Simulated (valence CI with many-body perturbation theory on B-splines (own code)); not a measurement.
Values are calculated unless marked as measured or tabulated.
**Hyperfine factors and g values of Lu XXXIII**

Method: valence CI with perturbative core correlation (CI+MBPT): three valence electrons over a frozen Dirac-Fock core [Kr], a basis of 9 s, 9 p, 10 d, 8 f, 5 g, 3 h, 1 i functions for each j, with the one-electron correlation potential Σ1, the two-electron term Σ2, the three-electron term Σ3, Breit, model QED; selected CI, second order for the rest (own B-spline code, finite nucleus).

No measured spectrum was set against this ion. As an estimate, large intervals hold to a few tenths of a per cent, small ones and those within an open d or f shell to about a per cent. Only levels of the ground parity were solved; by the run's estimate the other parity begins above the list, which can be wrong where configurations are misplaced.

A/g_I is the dipole constant over the nuclear g factor μ/I (μ in nuclear magnetons, uniformly magnetised nucleus), B/Q the quadrupole constant per barn. Both hold the static response of the core; the bare values leave it out. Large factors of s and p1/2 electrons are usually good to 5 to 10 %; those of open d and f shells near neutrality can be off by tens of per cent, and small factors of p3/2, d and f electrons come from cancelling terms and can be off by a factor of two or in sign, in half-filled shells by more. B is blank for J = 1/2, where it vanishes, and for nearly pure S terms. Energies count from the lowest level.

Levels are named by their leading jj configuration (3d3/2^4 stands for four electrons in 3d with j = 3/2), which in mixed levels can hold well under half, so a name can repeat and another be missing. Letters in brackets count levels of one name in rising energy.

```csv
Level,E (eV),g,A/g_I (MHz),A/g_I bare,B/Q (MHz/b),B/Q bare
(4d3/2^3) J=3/2,0.000,0.668,22600,21600,-12600,-12200
(4d3/2^2 4d5/2) J=5/2 [a],11.516,1.051,12500,12300,-6850,-6620
(4d3/2^2 4d5/2) J=3/2,13.874,1.222,9680,9890,-3760,-3620
(4d3/2^2 4d5/2) J=7/2,14.967,1.067,13200,13100,3730,3560
(4d3/2^2 4d5/2) J=9/2,15.425,1.060,13900,13700,14600,14000
(4d3/2^2 4d5/2) J=1/2,15.645,1.885,-11100,-9380,,
(4d3/2^2 4d5/2) J=5/2 [b],22.677,1.340,6750,7210,20100,19300
(4d3/2 4d5/2^2) J=7/2 [a],26.501,1.090,10500,10500,119,107
(4d3/2 4d5/2^2) J=9/2,27.952,1.139,10500,10500,5040,4800
(4d3/2 4d5/2^2) J=3/2 [a],29.602,1.137,11600,11700,-13900,-13300
(4d3/2 4d5/2^2) J=1/2,30.603,1.444,-4090,-3320,,
(4d3/2 4d5/2^2) J=11/2,31.487,1.088,11900,11900,29600,28400
(4d3/2 4d5/2^2) J=5/2 [a],31.647,1.214,4690,4940,19700,18900
(4d3/2 4d5/2^2) J=5/2 [b],33.846,1.107,12400,12400,-6550,-6300
(4d3/2 4d5/2^2) J=7/2 [b],34.600,1.103,12200,12100,6170,5980
(4d3/2 4d5/2^2) J=3/2 [b],40.502,0.989,17600,17300,15000,14400
(4d5/2^3) J=9/2,42.665,1.145,8740,8810,3620,3480
(4d5/2^3) J=3/2,47.902,1.033,11300,11200,4960,4750
(4d5/2^3) J=5/2,51.389,1.159,8720,8820,3560,3430
```

Q: Take the isotope of mass number 176, with I = 7, μ = 3.16 μN and Q = 4.92 b. What is the hyperfine structure of (4d3/2^2 4d5/2) J=5/2 [b]?

A: From the table A = 3050 MHz, B = 99000 MHz. Shifts from the centre of gravity in MHz: F = 9/2: -24000, F = 11/2: -37800, F = 13/2: -41300, F = 15/2: -28200, F = 17/2: 8840, F = 19/2: 78100.
